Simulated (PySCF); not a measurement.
**Two-dimensional NMR puzzle**

Compound of formula C₅H₉NSi₂. Correlations simulated from computed shifts and the bond graph:

HSQC (one-bond C–H):
```
  δH     δC
8.93  155.1
7.55  135.1
```

COSY cross peaks (H two or three bonds apart, from the bond graph; peaks can be absent where the dihedral angle is near 90°):
```
  δH    δH
8.93  7.55
4.62  3.49
```

HMBC (two and three bonds, from the bond graph):
```
  δH                   δC
8.93  155.1, 147.2, 135.1
7.55  155.1, 147.2, 135.1
4.62         147.2, 135.1
3.49                147.2
```

Carbons without hydrogens: δ 147.2.

Calculated, not measured (PySCF 2.14.0 with density-fitted response routines): GFN2-xTB structure, σ from GIAO-PBE0/pcSseg-1. One averaged value for each set of equivalent atoms, no relativistic terms, no solvent, one conformer.

Scale: 1H and 13C against TMS (reference shieldings calculated alike).

Exchangeable hydrogens are left out of these lists.

Q: Assemble the structure.

A: `c1cc([SiH2][SiH3])ccn1`.

Numbering as in the mapped SMILES `[SiH3:1][SiH2:2][c:3]1[cH:4][cH:5][n:6][cH:7][cH:8]1`. Each H is labelled by its parent atom.

1. δC 155.1 is C5/C7, an aromatic CH next to a ring nitrogen (δH 8.93).
2. δC 147.2 is C3, a substituted aromatic carbon.
3. δC 135.1 is C4/C8, an aromatic CH (δH 7.55).
4. HMBC from δH 8.93 reaches the proton-free carbon C3.
5. HMBC from δH 7.55 reaches the proton-free carbon C3.
6. HMBC from δH 4.62 reaches the proton-free carbon C3.
7. HMBC from δH 3.49 reaches the proton-free carbon C3.
8. COSY links 8.93–7.55, 4.62–3.49.

The data come from this structure; uniqueness wasn't tested.

Shifts are as computed. Against solution values, carbons near 30 ppm lie about +3 ppm off and those near 130 ppm about +5 ppm. Of 1211 compounds with measured shifts, 218 miss one by over three times the rms of a fit or turn the order of signals round; such compounds aren't used in these exercises.
